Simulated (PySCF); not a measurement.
PySCF input file for Sb(Cl)2(Et) (C₂H₅Cl₂Sb), SMILES C[CH2][Sb]([Cl])[Cl], TDDFT-M06-2X/def2-SVPD. The structure is a stationary point at B3LYP-D3(BJ)/def2-SVP. The structure was generated by enumeration; whether it is a known compound was not checked. The def2 effective core potentials stand for the cores of Sb; spin–orbit coupling is left out. One conformer was computed; it need not be the lowest.

```python
import numpy as np
from pyscf import gto, scf, dft, tdscf

mol = gto.M(
    atom='''
    Sb    0.13445275    0.17901795    0.56915728
    Cl   -1.94615502    0.53317121   -0.58201719
    Cl    1.63676649    1.30014732   -0.92891868
    C     0.45364123   -1.77229020   -0.37591352
    C    -0.60199218   -2.80001256    0.01858076
    H     1.47371226   -2.08150419   -0.09310503
    H     0.45433154   -1.56166901   -1.45567137
    H    -1.61001673   -2.45481589   -0.25893376
    H    -0.59985406   -3.00343217    1.10272269
    H    -0.42555216   -3.76109235   -0.49212702
    ''',
    basis='def2-SVPD',
    ecp={'Sb': 'def2-svp'},
    charge=0,
    spin=0,
    max_memory=1600,
    verbose=4,
)
mf = dft.RKS(mol, xc='m06-2x').density_fit(auxbasis='def2-universal-jkfit')
mf.grids.level = 4
mf.conv_tol = 1e-9
mf.max_cycle = 100
mf.kernel()
mf.grids = dft.Grids(mol).set(level=2).build(with_non0tab=True)  # coarser grid for the response kernel
td = tdscf.TDDFT(mf)
td.singlet = True
td.nstates = 10
td.conv_tol = 1e-4
td.positive_eig_threshold = 1e-6
td.kernel(x0=td.get_init_guess(mf, 15))
td.analyze()
tt = tdscf.TDA(mf)
tt.singlet = False
tt.nstates = 4
tt.conv_tol = 1e-4
tt.positive_eig_threshold = 1e-6
tt.kernel(x0=tt.get_init_guess(mf, 9))
tt.analyze(verbose=3)
```

It prints:

```
PySCF version 2.14.0

[INPUT] verbose = 4
[INPUT] num. atoms = 10
[INPUT] num. electrons = 74
[INPUT] charge = 0
[INPUT] spin (= nelec alpha-beta = 2S) = 0
[INPUT] symmetry False subgroup None
[INPUT] Mole.unit = angstrom
[INPUT] Symbol           X                Y                Z      unit          X                Y                Z       unit  Magmom
[INPUT]  1 Sb     0.134452750000   0.179017950000   0.569157280000 AA    0.254078874195   0.338294896881   1.075551381002 Bohr   0.0
[INPUT]  2 Cl    -1.946155020000   0.533171210000  -0.582017190000 AA   -3.677699983747   1.007547564403  -1.099853088889 Bohr   0.0
[INPUT]  3 Cl     1.636766490000   1.300147320000  -0.928918680000 AA    3.093040395966   2.456922356387  -1.755401897192 Bohr   0.0
[INPUT]  4 C      0.453641230000  -1.772290200000  -0.375913520000 AA    0.857257683511  -3.349143091251  -0.710373599321 Bohr   0.0
[INPUT]  5 C     -0.601992180000  -2.800012560000   0.018580760000 AA   -1.137600349330  -5.291256883742   0.035112547586 Bohr   0.0
[INPUT]  6 H      1.473712260000  -2.081504190000  -0.093105030000 AA    2.784912557814  -3.933472846235  -0.175943007519 Bohr   0.0
[INPUT]  7 H      0.454331540000  -1.561669010000  -1.455671370000 AA    0.858562180352  -2.951126726121  -2.750820216670 Bohr   0.0
[INPUT]  8 H     -1.610016730000  -2.454815890000  -0.258933760000 AA   -3.042490675668  -4.638929718330  -0.489313890804 Bohr   0.0
[INPUT]  9 H     -0.599854060000  -3.003432170000   1.102722690000 AA   -1.133559888108  -5.675664235008   2.083843875444 Bohr   0.0
[INPUT] 10 H     -0.425552160000  -3.761092350000  -0.492127020000 AA   -0.804177034117  -7.107434470697  -0.929985286298 Bohr   0.0

nuclear repulsion = 407.479817720857
number of shells = 70
number of NR pGTOs = 267
number of NR cGTOs = 166
basis = def2-SVPD
ecp = {'Sb': 'def2-svp'}


[settings echo left out]
init E= -1213.7543459094
  HOMO = -0.666855446379321  LUMO = -0.622203353868862  gap/eV = 1.21505
cycle= 1 E= -1237.64803902799  delta_E= -23.9  |g|= 2.68  |ddm|= 12.3
  HOMO = -0.00873732513707293  LUMO = 0.0147555409793101  gap/eV = 0.63927
cycle= 2 E= -1236.36102983709  delta_E= 1.29  |g|= 2.86  |ddm|= 74.6
  HOMO = -0.334783005437053  LUMO = -0.137219579619225  gap/eV = 5.37597
cycle= 3 E= -1239.3847494494  delta_E= -3.02  |g|= 0.442  |ddm|= 74.2
  HOMO = -0.299632947975681  LUMO = -0.0278679477692321  gap/eV = 7.39510
cycle= 4 E= -1239.46338851517  delta_E= -0.0786  |g|= 0.171  |ddm|= 0.995
  HOMO = -0.307780367011425  LUMO = -0.0317891074749225  gap/eV = 7.51010
cycle= 5 E= -1239.47109315011  delta_E= -0.0077  |g|= 0.0552  |ddm|= 0.319
  HOMO = -0.318587245218267  LUMO = -0.0387044420011605  gap/eV = 7.61600
cycle= 6 E= -1239.47190320853  delta_E= -0.00081  |g|= 0.0192  |ddm|= 0.113
  HOMO = -0.319521961317065  LUMO = -0.0408549206817678  gap/eV = 7.58292
cycle= 7 E= -1239.47201416174  delta_E= -0.000111  |g|= 0.00504  |ddm|= 0.0391
  HOMO = -0.319766540023345  LUMO = -0.0407283633025492  gap/eV = 7.59302
cycle= 8 E= -1239.47202327267  delta_E= -9.11e-06  |g|= 0.00197  |ddm|= 0.0117
  HOMO = -0.319711763641664  LUMO = -0.0407012074831495  gap/eV = 7.59226
cycle= 9 E= -1239.47202456984  delta_E= -1.3e-06  |g|= 0.000393  |ddm|= 0.00406
  HOMO = -0.319716847065536  LUMO = -0.0406808430897105  gap/eV = 7.59296
cycle= 10 E= -1239.47202467668  delta_E= -1.07e-07  |g|= 0.000146  |ddm|= 0.00135
  HOMO = -0.319714714717286  LUMO = -0.0406733745978607  gap/eV = 7.59310
cycle= 11 E= -1239.47202468912  delta_E= -1.24e-08  |g|= 3.66e-05  |ddm|= 0.000473
  HOMO = -0.319720508565332  LUMO = -0.0406788499100566  gap/eV = 7.59311
cycle= 12 E= -1239.47202468995  delta_E= -8.28e-10  |g|= 1.36e-05  |ddm|= 0.000117
  HOMO = -0.319717986687898  LUMO = -0.0406762452350706  gap/eV = 7.59311
Extra cycle  E= -1239.47202469003  delta_E= -7.64e-11  |g|= 9.68e-06  |ddm|= 4.86e-05
converged SCF energy = -1239.47202469003
tot grids = 86816
Overwritten attributes  positive_eig_threshold  of <class 'pyscf.tdscf.rks.TDDFT'>


******** <class 'pyscf.tdscf.rks.TDDFT'> for <class 'pyscf.df.df_jk.DFRKS'> ********
nstates = 10 singlet
deg_eia_thresh = 1.000e-03
wfnsym = None
conv_tol = 0.0001
eigh lindep = 1e-12
eigh level_shift = 0
eigh max_cycle = 100


Excitation energies (eV)
[4.60378984 4.69792757 5.97282546 6.09108495 6.17264083 6.31171774
 6.50669381 6.89083112 6.91607275 6.95913479]

** Singlet excitation energies and oscillator strengths **
Excited State   1:      4.60379 eV    269.31 nm  f=0.0421
      37 -> 38       -0.69542
Excited State   2:      4.69793 eV    263.91 nm  f=0.0337
      37 -> 39       -0.69423
Excited State   3:      5.97283 eV    207.58 nm  f=0.0019
      35 -> 38        0.15956
      35 -> 39        0.32756
      36 -> 38        0.54726
      36 -> 39       -0.15448
Excited State   4:      6.09108 eV    203.55 nm  f=0.0324
      32 -> 38       -0.17084
      34 -> 39        0.10492
      35 -> 38        0.48738
      35 -> 39        0.25369
      36 -> 38       -0.21068
      36 -> 39        0.29332
Excited State   5:      6.17264 eV    200.86 nm  f=0.0075
      33 -> 39        0.18235
      34 -> 38        0.63797
      35 -> 38       -0.12059
Excited State   6:      6.31172 eV    196.43 nm  f=0.0214
      33 -> 38       -0.22766
      34 -> 39       -0.27594
      35 -> 38       -0.30747
      35 -> 39        0.20472
      36 -> 38        0.11452
      36 -> 39        0.44203
Excited State   7:      6.50669 eV    190.55 nm  f=0.0083
      33 -> 38       -0.25245
      34 -> 39       -0.52140
      35 -> 38        0.25070
      36 -> 38       -0.10032
      36 -> 39       -0.23640
Excited State   8:      6.89083 eV    179.93 nm  f=0.1914
      30 -> 38        0.15215
      31 -> 38        0.10066
      33 -> 39        0.10752
      34 -> 38       -0.16337
      35 -> 38       -0.18106
      35 -> 39        0.47636
      36 -> 38       -0.25682
      36 -> 39       -0.27971
Excited State   9:      6.91607 eV    179.27 nm  f=0.2095
      33 -> 38        0.30466
      34 -> 39       -0.19316
      37 -> 40       -0.57695
      37 -> 41        0.10364
Excited State  10:      6.95913 eV    178.16 nm  f=0.1149
      33 -> 38       -0.50686
      34 -> 39        0.27464
      37 -> 40       -0.35504

** Transition electric dipole moments (AU) **
state          X           Y           Z        Dip. S.      Osc.
  1        -0.0657      0.4467     -0.4116      0.3733      0.0421
  2        -0.5404     -0.0329     -0.0005      0.2931      0.0337
  3        -0.0966      0.0459     -0.0425      0.0133      0.0019
  4         0.0577     -0.2916      0.3585      0.2169      0.0324
  5         0.2026      0.0858     -0.0302      0.0493      0.0075
  6        -0.0884      0.3381     -0.1278      0.1384      0.0214
  7         0.0038      0.1251      0.1914      0.0523      0.0083
  8         1.0309      0.2588     -0.0608      1.1335      0.1914
  9        -0.0753      0.9114      0.6324      1.2362      0.2095
 10        -0.1458      0.7626      0.2665      0.6739      0.1149

WARN: ECP detected. Skipping calculation of transition velocity and magnetic dipole moments, which have not yet been implemented.

Overwritten attributes  positive_eig_threshold  of <class 'pyscf.tdscf.rks.TDA'>


******** <class 'pyscf.tdscf.rks.TDA'> for <class 'pyscf.df.df_jk.DFRKS'> ********
nstates = 4 triplet
deg_eia_thresh = 1.000e-03
wfnsym = None
conv_tol = 0.0001
eigh lindep = 1e-12
eigh level_shift = 0
eigh max_cycle = 100


Excitation energies (eV)
[3.72095283 3.82554818 5.5212341  5.62792413]

** Triplet excitation energies and oscillator strengths **
Excited State   1:      3.72095 eV    333.21 nm  f=0.0000
Excited State   2:      3.82555 eV    324.10 nm  f=0.0000
Excited State   3:      5.52123 eV    224.56 nm  f=0.0000
Excited State   4:      5.62792 eV    220.30 nm  f=0.0000
```

Self-consistency was reached.
